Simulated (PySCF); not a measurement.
# Identify the compound

An unknown has the formula C7H12BF. Its calculated NMR data are:

1H NMR (300 MHz, computed): δ 5.64 (m, 1H), 5.44 (m, 1H), 5.37 (m, 1H), 2.50 (m, 1H), 2.49 (m, 1H), 2.30 (m, 1H), 1.00 (s, 6H).

13C{1H} NMR (computed): δ 159.4, 115.6, 92.4, 38.9, 27.8, 16.8 (2C).

All values are calculated (PySCF 2.14): coordinates at the PBE0-D3(BJ)/def2-SVP level, σ from GIAO-PBE0/pcSseg-1. No relativistic terms, gas phase, rapidly exchanging positions averaged, a single conformation.

Referencing at the same level of theory: TMS for 1H and 13C.

**Question.** Propose a structure and justify it.

**Answer.** 
- 6 carbon signals for 7 carbons: some carbons are equivalent by symmetry or fast rotation.
- Carbon types of the structure: 1 × C, 2 × CH, 2 × CH2, 2 × CH3, which accounts for all hydrogens.
- δC 159.4: fully substituted alkene carbon; the olefinic region.
- δC 115.6: terminal =CH2 carbon; an sp2 carbon of a C=C bond.
- δC 92.4: allylic sp3 CH bonded to F; pulled downfield by the heteroatom.
- δC 27.8: allylic sp3 CH2; a saturated carbon with 2 carbon neighbours and no heteroatom attached.
- δH 5.64, 5.37: hydrogen on a terminal =CH2 carbon; olefinic region.
- δH 5.44: hydrogen on an allylic sp3 CH bonded to F; its carbon carries F, which withdraws density.
- δH 2.50, 2.30: hydrogen on an allylic sp3 CH2; allylic position.

These data were computed for `C=C1C[C@@H](B(C)C)[C@H]1F`.

This is the structure that produced the data.

A carbon bonded to boron is broadened by the quadrupolar boron nucleus and is often missing from a measured spectrum. Splittings by 19F in the carbon and heteronuclear signals aren't shown, as no couplings were computed. Shifts are as computed. Against solution values, carbons near 30 ppm lie about +2 ppm off and those near 130 ppm about +5 ppm. Of 1211 compounds with measured shifts, 218 miss one by over three times the rms of a fit or turn the order of signals round; such compounds aren't used in these exercises. Multiplicities follow the n + 1 count of equivalent neighbours, as no J values were calculated; m marks all less simple cases, F and P coupling included.
